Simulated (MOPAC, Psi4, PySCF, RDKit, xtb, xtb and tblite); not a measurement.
Two geometries of C₈H₁₀O₂Si, SMILES COC(=O)c1cccc([SiH3])c1, relaxed at GFN2-xTB with one dihedral held; other torsions can differ between them too.

Structure A

```
21

C     -4.0928    -0.0408    -0.2497
O     -2.7369    -0.4390    -0.3809
C     -1.8056     0.5260    -0.2648
O     -2.0135     1.5871     0.2719
C     -0.4803     0.0933    -0.7670
C     -0.2958    -1.1325    -1.4021
C      0.9633    -1.4797    -1.8544
C      2.0302    -0.6137    -1.6798
C      1.8701     0.6183    -1.0508
Si     3.3255     1.7942    -0.7865
C      0.6006     0.9539    -0.5996
H     -4.6510    -0.9174     0.0718
H     -4.1830     0.7604     0.4868
H     -4.4659     0.3078    -1.2152
H     -1.1342    -1.7981    -1.5345
H      1.1147    -2.4290    -2.3477
H      3.0083    -0.8987    -2.0414
H      3.8186     1.6404     0.5845
H      2.8756     3.1673    -1.0127
H      4.3834     1.4412    -1.7361
H      0.4254     1.8987    -0.1055
```

Structure B

```
21

C     -2.4520     0.1285    -1.6076
O     -2.8710    -0.2688    -0.3158
C     -2.7616     0.5783     0.7355
O     -3.6415     0.6311     1.5525
C     -1.5182     1.3917     0.8398
C     -1.5983     2.6822     1.3560
C     -0.4455     3.4286     1.5133
C      0.7827     2.8858     1.1752
C      0.8918     1.5885     0.6813
Si     2.5757     0.8317     0.2759
C     -0.2761     0.8537     0.5175
H     -1.8348     1.0287    -1.5826
H     -1.8852    -0.6916    -2.0512
H     -3.3433     0.3160    -2.2115
H     -2.5654     3.0813     1.6220
H     -0.5036     4.4339     1.9041
H      1.6778     3.4782     1.3019
H      2.3982    -0.1369    -0.8079
H      3.1007     0.1663     1.4695
H      3.4761     1.9059    -0.1455
H     -0.2188    -0.1624     0.1517
```

### Question
Which is lower in energy at the level PBE0-D3(BJ)/def2-SVP // GFN2-xTB (Psi4), and by how much?

### Answer
A is lower, by 10.61 kcal/mol (dihedral C1–O2–C3–O4: 20° in A, 140° in B).

E(B) − E(A) in kcal/mol at the other levels, on the same two geometries: GFN2-xTB (xtb and tblite) 9.13; MMFF94 // GFN2-xTB (RDKit) 13.62; PBE0/def2-SVP // GFN2-xTB (Psi4) 11.30; PBE/def2-SVP // GFN2-xTB (Psi4) 10.94; PBE-D3(BJ)/def2-SVP // GFN2-xTB (Psi4) 10.22; UFF // GFN2-xTB (RDKit) 1.92; PM3, restricted, heats of formation // GFN2-xTB (MOPAC) 3.30; PM6, restricted, heats of formation // GFN2-xTB (MOPAC) 8.22; GFN1-xTB // GFN2-xTB (xtb) 10.11; restricted B3LYP/6-31G*, spherical d, density fitting // GFN2-xTB (PySCF) 11.17; restricted Hartree-Fock/3-21G, density fitting // GFN2-xTB (PySCF) 13.66; restricted B3LYP/3-21G, density fitting // GFN2-xTB (PySCF) 13.00; restricted Hartree-Fock/6-31G*, spherical d, density fitting // GFN2-xTB (PySCF) 12.27.
